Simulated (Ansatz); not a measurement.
Reactions of CH7ClSi2 (`[SiH3]C[SiH2]Cl`).

Computed with Ansatz on PBE0-D4/def2-TZVP structures; ΔE is electronic, products minus reactants. CBS: MP2 limit from def2 TZ/QZ plus the TZ coupled-cluster correction, frozen cores. This one scheme is used for every species, atoms too. No spin–orbit coupling; open shells (•) take unrestricted orbitals. Spin–orbit coupling would lower the free atoms: a little for C, Cl, Si. def2 core potentials past Kr. For Br, Te outer-core shells are correlated without core-valence functions, so the limit isn't a true one: a few kJ/mol of doubt a bond, and 10 to 20 or more in all where bonds break to atoms. Scalar relativity is left out up to krypton. One conformer a species, not always the lowest.

```csv
reaction,MP2/CBS(def2) (kcal/mol),HF/CBS(def2) (kcal/mol)
`[SiH3]C[SiH2]Cl` + CH₃OH → `CO[SiH2]Cl` + `C[SiH3]`,-23.0,-27.1
`[SiH3]C[SiH2]Cl` + HBr → `[SiH3]C[SiH2]Br` + HCl,-0.2,1.0
`[SiH3]C[SiH2]Cl` + `OCS` → `OCS[SiH3]` + `C[SiH2]Cl`,-14.7,-13.5
`[SiH3]C[SiH2]Cl` + H₂S → `S[SiH2]Cl` + `C[SiH3]`,-12.5,-12.7
`[SiH3]C[SiH2]Cl` → Cl• + `[SiH2]C[SiH3]`•,120.8,87.1
`[SiH3]C[SiH2]Cl` → C• + Cl• + 7 H• + 2 Si•,859.8,662.4
`[SiH3]C[SiH2]Cl` + H–F → `F[SiH2]C[SiH3]` + HCl,-6.6,-12.1
`[SiH3]C[SiH2]Cl` + H₂Te → `[SiH3]C[SiH2][TeH]` + HCl,7.1,13.9
```

Q: Give the CCSD(T)/CBS values in the same order. (Best estimate.)

A: Computed: -22.8, 0.0, -14.0, -11.8, 115.4, 858.3, -7.9, 8.1 kcal/mol.

Largest T1 diagnostic: 0.013, for `[SiH2]C[SiH3]`•.
